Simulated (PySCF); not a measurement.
Species: C4H7FSi.
Atom-mapped SMILES: `[F:1]/[CH:2]=[CH:3]/[C@@H:4]1[CH2:5][SiH2:6]1` (hydrogens: H7 on C2; H8 on C3; H9 on C4; H10, H11 on C5; H12, H13 on Si6)

Method: PBE0-D3(BJ)/def2-SVP geometry optimisation, gas phase (PySCF 2.14.0).

List the bond lengths, angles and torsions at this level.

```csv
bond,length (bohr)
F1–C2,2.521
C2=C3,2.516
C3–C4,2.784
C4–C5,2.917
C5–Si6,3.508
C4–Si6,3.562
C2–H7,2.069
C3–H8,2.071
C4–H9,2.074
C5–H10,2.070
C5–H11,2.071
Si6–H12,2.804
Si6–H13,2.805
```

A selection of angles:
```csv
angle,degrees
F1–C2–C3,122.1
F1–C2–H7,112.8
C3–C2–H7,125.1
C2–C3–C4,124.3
C2–C3–H8,117.3
C4–C3–H8,118.4
C3–C4–C5,118.6
C3–C4–Si6,121.7
C3–C4–H9,114.0
C5–C4–Si6,64.7
C5–C4–H9,114.2
Si6–C4–H9,114.8
C4–C5–Si6,66.6
C4–C5–H10,116.3
C4–C5–H11,115.7
Si6–C5–H10,119.7
Si6–C5–H11,118.8
H10–C5–H11,112.4
C5–Si6–H12,118.6
C5–Si6–H13,119.7
C4–Si6–C5,48.7
C4–Si6–H12,118.1
C4–Si6–H13,119.2
H12–Si6–H13,115.9
```

Torsions: F1–C2–C3–C4 -179° (antiperiplanar); C2–C3–C4–C5 -142° (anticlinal); C3–C4–C5–Si6 -114° (anticlinal); C3–C4–Si6–C5 109° (anticlinal).

Si6 (SiH2 silicon) has angles from 48.7° to 119.7°. The 3-membered ring C4–C5–Si6 has internal angles of 48.7° to 66.6°. The C–C distances run from 1.332 Å (C2=C3, drawn double) to 1.544 Å (C4–C5, drawn single), a spread of 0.212 Å. The C–Si distances run from 1.856 Å (C5–Si6, drawn single) to 1.885 Å (C4–Si6, drawn single), a spread of 0.029 Å.

Point group: C1 (no symmetry element, even within 0.4 Å). No PBE0-D3(BJ)/def2-SVP frequencies stand behind this structure, so it isn't proved a minimum. The numbers are those of one conformer.

Time: 51 s wall; peak memory 0.52 GiB. Hardware: an Arm Neoverse V2 with one thread, on a shared host. This is the geometry optimisation.
